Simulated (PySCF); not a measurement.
**Relaxation of singlet RhCl3**

These are results of PySCF, PBE0, basis Rh def2-SVP with ECP28, Cl def2-SVP (scalar-relativistic core potentials, no spin–orbit coupling, density fitting), not measurements. A (50,194) grid was used.

A hand-made trigonal pyramidal start, of C3v symmetry, held to at least that symmetry:

```xyz
4
charge 0 multiplicity 1, angstrom
Rh    0.0000    0.0000   -0.5309
Cl    1.9778    0.0000    0.5207
Cl   -0.9889    1.7128    0.5207
Cl   -0.9889   -1.7128    0.5207
```

Task: What does it relax to?

Result: It ends at C3v with Rh–Cl 2.187 Å (×3); Cl–Rh–Cl 105.3° (×3) (after a last refinement on a finer grid). A frequency run shows a minimum.

Task: How much energy is released, and in how many steps?

Result: 9.1 kJ/mol in 5 steps.

At this level a triplet minimum of C2v symmetry lies 16 kJ/mol below this structure.

The relaxation took of the order of 40 core-seconds on a shared host.
